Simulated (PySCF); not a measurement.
Species: C₇H₁₁ClO₂.
Atom-mapped SMILES: `[CH3:1][O:2][C@@H:3]1[CH2:4][CH2:5][CH2:6][C@H:7]1[C:8](=[O:9])[Cl:10]`

Probes without a nucleus sit at each ring's centroid and 1 Å off its mean plane on both sides; NICS is minus the shielding there, NICSzz its component along the normal. Level: GIAO PBE0/pcSseg-1 (PySCF, non-relativistic, gas phase) on the GFN2-xTB geometry, one conformer.

Ring bond lengths (Å), with Mayer bond orders in brackets: C3–C4 1.533 (1.02), C4–C5 1.536 (1.04), C5–C6 1.535 (1.04), C6–C7 1.533 (0.98), C7–C3 1.554 (0.93).

Task: Give the NICS values of each ring in ppm.

Result: 
| ring | type | NICS(0) | NICS(1), two faces | NICS(1)zz, two faces | rms pucker (Å) | centre to ring atoms, mean (Å) |
| --- | --- | --- | --- | --- | --- | --- |
| C3–C4–C5–C6–C7 | 5-membered carbocycle; formal bonds all single | -6.2 | -3.6 / -4.3 | -2.0 / -2.6 | 0.18 | 1.29 |

Task: What can be read from them?

Result: 
- C3–C4–C5–C6–C7: mean NICS(1)zz -2.3 ppm, near zero. C3, C4, C5, C6, C7 have four or more neighbours; no verdict on aromaticity is drawn.
